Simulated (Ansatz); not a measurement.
F₂Sr (SMILES [F][Sr][F]), singlet, geometry from GFN2-xTB (such geometries of metal compounds can be far from the true shape) (core potentials on Sr).

Here is a job for Ansatz (a program for electronic structure).
Ansatz 0.2 input:
```yaml
crystal:
  periodic: [false, false, false]
  atoms:
    - {symbol: Sr, position_ang: [-0.41021296, -0.09466902, -0.03657170]}
    - {symbol: F, position_ang: [0.68751268, 1.35864233, -0.92031756]}
    - {symbol: F, position_ang: [1.04449760, -0.95892868, 1.07473142]}
basis:
  gaussian:
    orbitals: def2-SVP
hamiltonian:
  xc: r2scan
accuracy: high
```

Task: Give the number of basis functions at the level Ansatz with R2SCAN/def2-SVP.

Result: 51

Task: Estimate the total energy that R2SCAN/def2-SVP returns for this input.

Result: -230.291085 Ha
